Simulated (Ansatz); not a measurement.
Start from `C[SiH2]C1=C[SiH2]1` and change one atom or group to get `F[SiH2]C1=C[SiH2]1`.

Ansatz, PBE0-D4/def2-TZVP geometries, multiplicity 1. Each molecule was computed in one conformer, which needn't be the lowest.

| property | `C[SiH2]C1=C[SiH2]1` |
| --- | --- |
| HOMO energy (PBE0/def2-TZVPP) / eV | -7.04 |
| LUMO energy (PBE/def2-TZVPP) / eV | -1.72 |
| HOMO–LUMO gap (PBE0/def2-TZVPP) / eV | 6.35 |
| LUMO energy (PBE0/def2-TZVPP) / eV | -0.69 |
| size of the dipole moment (B3LYP/def2-TZVPP) / D | 0.94 |
| HOMO energy (B3LYP/def2-TZVPP) / eV | -6.84 |

What does the change do to each property? (Best estimate.)

Computed: 
```tsv
property	`F[SiH2]C1=C[SiH2]1`	shift
HOMO energy (PBE0/def2-TZVPP) / eV	-7.37	-0.33
LUMO energy (PBE/def2-TZVPP) / eV	-2.20	-0.48
HOMO–LUMO gap (PBE0/def2-TZVPP) / eV	6.18	-0.17
LUMO energy (PBE0/def2-TZVPP) / eV	-1.18	-0.49
size of the dipole moment (B3LYP/def2-TZVPP) / D	1.68	0.74
HOMO energy (B3LYP/def2-TZVPP) / eV	-7.16	-0.32
```

With PBE0 the HOMO falls by 0.33 eV and the LUMO falls by 0.49 eV, so the gap narrows by about 0.16 eV. PBE moves the HOMO by -0.31 eV and ωB97M-V by -0.32 eV. Dipoles are sizes alone; their direction can turn.

B3LYP here is the variant with VWN-RPA as its local correlation; programs differ in this.
